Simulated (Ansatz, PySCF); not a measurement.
Gas-phase reaction (SMILES): O[Si](Br)(Br)Br [tribromo(hydroxy)silane] + 4 [H][H] (H2) → 3 Br (HBr) + O (H2O) + [SiH4] (SiH4); energy of full hydrogenation.

Geometries: B3LYP-D3(BJ)/def2-TZVP minima from Ansatz (a first-principles code), one conformer each, not searched for the lowest. Correlated levels leave the core frozen unless marked. Spin-orbit coupling is left out. The frozen core is the preceding noble-gas configuration, with the filled d and f shells of earlier blocks. Non-relativistic. Basis-set limits of correlation are two-point, X^-3; Hartree-Fock from the larger set. Thermal terms are rigid-rotor harmonic-oscillator values from B3LYP-D3(BJ) frequencies (Ansatz or PySCF) at 298.15 K and 1 atm. 1 Eh = 627.5095 kcal/mol.

```tsv
species	E, CCSD(T)/CBS(def2-TZVPPD,def2-QZVPPD) (Ansatz) (Eh)	E, PBE0-D4/def2-TZVPD (Ansatz + dftd4) (Eh)	H - E (Eh)
O[Si](Br)(Br)Br	-8083.09746	-8086.95294	0.02646
[H][H] (H2)	-1.17452	-1.16831	0.01336
Br (HBr)	-2573.28305	-2574.45927	0.00927
O (H2O)	-76.37558	-76.38102	0.02495
[SiH4] (SiH4)	-291.45830	-291.75741	0.03520
```

Q: Work out ΔE and ΔH at 298.15 K at the first level, then ΔH at the second.

A: 
1. ΔE = [3×(-2573.28305) + (-76.37558) + (-291.45830)] - [(-8083.09746) + 4×(-1.17452)] = 0.11251 Eh = 70.6 kcal/mol at CCSD(T)/CBS(def2-TZVPPD,def2-QZVPPD).
2. The terms H - E add up to 0.00806 Eh, so ΔH = (0.11251 + (0.00806))×627.5095 = 75.7 kcal/mol.
3. At PBE0-D4/def2-TZVPD the same steps give ΔE = 69.0 and ΔH = 74.0 kcal/mol, a shift of -1.7 from the first level.
4. These values are not checked against measurement here, since the tables used lack a sound gas-phase enthalpy of formation for at least one species.
